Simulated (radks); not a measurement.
Zr4+, 36 electrons, occupied as [Ar] 3d10 4s2 4p5 4d1 (not the ground configuration). All-electron calculation, non-relativistic Kohn-Sham, PBE, spin-polarised, spherical densities, point nucleus; open shells are filled with parallel spins first (spin-orbit coupling, left out, can overturn this in heavy ions); relativity is left out, which matters for an element this heavy. Program: a radial shooting solver on a logarithmic mesh with Libxc functionals.

Unscreened Slater integrals over Kohn-Sham orbitals (hartree). They are taken over the spin-up orbitals.

integral      value
F0(4d,4d)   0.54350
F2(4d,4d)   0.28044
F4(4d,4d)   0.18589
F0(4d,4p)   0.60112
F2(4d,4p)   0.30267
G1(4d,4p)   0.37821
G3(4d,4p)   0.23312
F0(4d,4s)   0.61866
G2(4d,4s)   0.27741
F0(4d,3d)   0.72515
F2(4d,3d)   0.13503
F4(4d,3d)  0.058680
G0(4d,3d)  0.045305
G2(4d,3d)  0.050285
G4(4d,3d)  0.037655
F0(4p,4p)   0.68488
F2(4p,4p)   0.36379
F0(4p,4s)   0.71227
G1(4p,4s)   0.48783
F0(4p,3d)   0.88377
F2(4p,3d)   0.20314
G1(4p,3d)  0.065961
G3(4p,3d)  0.063318
F0(4s,4s)   0.74384
F0(4s,3d)   0.94694
G2(4s,3d)  0.076491
F0(3d,3d)    2.0232
F2(3d,3d)   0.99203
F4(3d,3d)   0.62924

Derived for the open shells (J is the average intra-shell exchange parameter used in DFT+U). 4p: J = F2/5 = 0.07276 hartree. 4d: Racah B = F2/49 - 5 F4/441 = 0.003616 hartree, C = 35 F4/441 = 0.01475 hartree, C/B = 4.08, F4/F2 = 0.663, J = (F2 + F4)/14 = 0.03331 hartree.
